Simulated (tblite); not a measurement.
C5H5OP.
Z-matrix (Å and degrees, GFN2-xTB geometry), rows numbered from 1:
```
O 
C   1  1.3614
C   2  1.3921  1  120.49
C   3  1.3836  2  122.65  1  -179.98
C   4  1.3786  3  123.70  2     0.01
P   5  1.7335  4  124.98  3    -0.03
C   2  1.3856  1  116.60  3  -179.98
H   1  0.9653  2  110.15  3     0.05
H   3  1.0833  2  118.36  1     0.05
H   4  1.0829  3  117.79  2  -180.00
H   5  1.0821  4  118.41  3   179.99
H   7  1.0818  2  116.67  1    -0.03
```

Calculated harmonic vibrations of the isolated species, GFN2-xTB (tblite), most abundant isotopes, no scaling. Against measured fundamentals such values can be off by several per cent, at times by over 20. One conformer, not necessarily the lowest.

Harmonic wavenumbers (cm⁻¹): 184.2, 257.1, 367.0, 419.5, 436.9, 445.3, 454.0, 616.8, 721.7, 746.4, 822.7, 847.1, 851.7, 882.6, 920.6, 1007.8, 1128.3, 1149.6, 1186.2, 1204.3, 1279.2, 1371.5, 1405.9, 1524.4, 1562.4, 3038.9, 3049.4, 3058.2, 3065.4, 3508.3.

A = 4123, B = 2074, C = 1380 MHz; mass 112.008 u (most abundant isotopes); point group Cs, symmetry number 1.

Q: What is the zero-point energy?

A: Half the sum of the wavenumbers: 18757 cm⁻¹ = 224.38 kJ/mol.

Q: Give the ideal-gas entropy at 500 K and 1 bar in the rigid-rotor, harmonic-oscillator model (classical rotation).

A: Translation 178.45, rotation 122.35, vibration 95.89: S = 396.7 J/(mol K).

Q: And Cp and H(500 K) − H(0)?

A: Cp = 160.31 J/(mol K), of which vibrations give 127.06 (their classical limit is 30 R = 249.4); H(500 K) − H(0) = 46.03 kJ/mol without the zero-point energy, 29.40 from vibrations.

Q: What must be added to the electronic energy to get the Gibbs energy at 500 K and 1 bar?

A: ZPE + [H(500 K) − H(0)] − T·S = 224.38 + 46.03 − 198.34 = 72.07 kJ/mol.

Q: Which modes carry the vibrational entropy at 500 K?

A: 184.2 cm⁻¹: 13.69; 257.1 cm⁻¹: 11.01; 367.0 cm⁻¹: 8.24; 419.5 cm⁻¹: 7.24; 436.9 cm⁻¹: 6.94; 445.3 cm⁻¹: 6.80 J/(mol K); the other 24 give 41.98 together.

Q: How do the functions run with temperature in this model?

A: 
```csv
T (K),S (J/(mol K)),Cp (J/(mol K)),H − H(0) (kJ/mol),G − H(0) (kJ/mol),ln q(vib)
50,224.5,34.8,1.68,-9.55,0.01
100,251.3,44.8,3.63,-21.49,0.11
298.15,327.6,107.6,18.60,-79.08,1.79
373.15,354.2,129.9,27.53,-104.65,2.72
750,469.7,198.9,91.39,-260.91,8.04
1000,530.4,222.1,144.23,-386.14,11.49
```

q(vib) and H(0) count from the zero-point level.

Hindered rotation and anharmonicity are outside this model. Other conformers, if any are populated, would add a mixing term that is left out.

On an Arm Neoverse V1 with one thread, on a shared host, this took 0.3 s wall. The figure is for the frequency step alone.
